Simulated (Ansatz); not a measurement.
Program: Ansatz. Geometries: PBE0-D4/def2-TZVP. ΔE: electronic, gas phase. CCSD(T)/CBS is the MP2 limit (def2-TZVPP, def2-QZVPP) plus CCSD(T) − MP2 in def2-TZVPP, frozen cores. This one scheme is used for every species. Functionals use def2-TZVPP. HSE06 is defined as in plane-wave codes. Each species was taken in one conformer, which may not be the lowest.

`C[SiH2]OCF` + `BS` → `BS[SiH2]C` + `OCF`  (ligand exchange at the Si–O bond)

```
             level  ΔE (kcal/mol)
             HSE06            6.8
CCSD(T)/def2-TZVPP            9.3
```

What does CCSD(T)/CBS give? (Estimate.)

Ansatz gave: +8.6 kcal/mol. The listed levels differ from it by -1.8, 0.7 kcal/mol.

What do rigid-rotor, harmonic-oscillator terms from PBE0-D4/def2-TZVP frequencies (298.15 K, 1 bar) make of the CCSD(T)/CBS value? (Estimate.)

Computed: ΔZPE = +1.5 kcal/mol, ΔH = +10.1 kcal/mol, ΔS = 5 J/(mol·K), ΔG = +9.8 kcal/mol. Modes under 50 cm⁻¹ make the entropy rough.

Largest T1 diagnostic among the species: 0.015.

From BLYP to BHLYP (50 % exact exchange), in def2-TZVPP and without D4, ΔE moves by +1.3 kcal/mol. At CCSD(T), def2-SVP lies +1.2 kcal/mol from the extrapolated value and def2-TZVPP +0.7 kcal/mol. Leaving LDA and LC-ωPBE aside and taking each functional with its dispersion term where it has one, the values, not all of them listed here, spread over 5.3 kcal/mol, from revPBE-D4 to CAM-B3LYP-D4. LDA lies +1.3 kcal/mol from PBE without D4.

CCSD(T)/CBS has its own doubt, a few kJ/mol and more with outer-core shells, so smaller differences from it don't rank the levels.
